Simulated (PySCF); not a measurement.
## Ionisation of bromine monochloride

System: bromine monochloride, `ClBr` (BrCl). Numbering: `[Cl:1][Br:2]`

Level of theory: ωB97X-D3(BJ)/ma-def2-TZVP single points in PySCF, grid level 2; every species was optimised with PBE0-D3(BJ)/def2-SVP. The prefix ma- adds one diffuse s and one diffuse p function on all atoms but H. ωB97X-D3(BJ) is ωB97X-V with D3(BJ) in place of VV10. Thermal corrections: PBE0-D3(BJ)/def2-SVP frequencies, unscaled, ideal gas at 298.15 K and 1 bar, quasi-RRHO entropy.

Frontier levels of the parent: HOMO -10.92 eV, LUMO -1.46 eV.

Oxidation to the radical cation:
| Property | Result |
| --- | --- |
| Vertical ionisation energy (electronic) | 11.26 eV |
| Adiabatic ionisation energy (with zero-point energy) | 11.08 eV |
| Adiabatic, electronic part | 11.07 eV |
| Vertical gap at the product's structure | 11.05 eV |
| Inner reorganisation energy (four-point) | 203 meV |
| Relaxation of product / of parent | 183 / 21 meV |
| ⟨S²⟩ of the product | 0.755 |
| Largest spin populations | Br2 0.62, Cl1 0.38 |
| Largest changes of atomic charge | Br2 0.59, Cl1 0.41 |
| Distances that move most (Å) | Cl1–Br2 2.165 → 2.071 |
| Potential in DMSO | 8.30 V absolute, 3.77 V against Fc+/Fc computed at 4.53 V (solvation -4 → -271 kJ/mol) |

Solvents are IEF-PCM continua (electrostatics only, gas-phase structures); absolute potentials refer to an electron at rest in vacuum. Fc+/Fc in DMSO, 4.53 V, is ωB97X-D3(BJ)/ma-def2-TZVP on PBE0-D3(BJ)/def2-SVP structures with GFN2-xTB thermal terms. Benchmark calculations put it near 5.0 V in acetonitrile and DMSO, so it is about 0.5 V low, and the value against it can read up to that much too high.

Measured values (NIST Chemistry WebBook, evaluated or the median of agreeing entries): vertical ionisation energy 11.01 eV (computed 11.26, difference 0.25).

Caveats: spin-orbit coupling is left out of the energies, which matters for open shells on the heavier atoms; atoms from Ga to Kr are treated without relativity; the split of the reorganisation energy is sensitive to the structures, which come from another level (PBE0-D3(BJ)/def2-SVP).

Structures, frequencies and single points took 35 s of wall time on 1 thread of Arm Neoverse V2 (shared host), launched as `OMP_NUM_THREADS=1 python redox_run.py task.json out`.
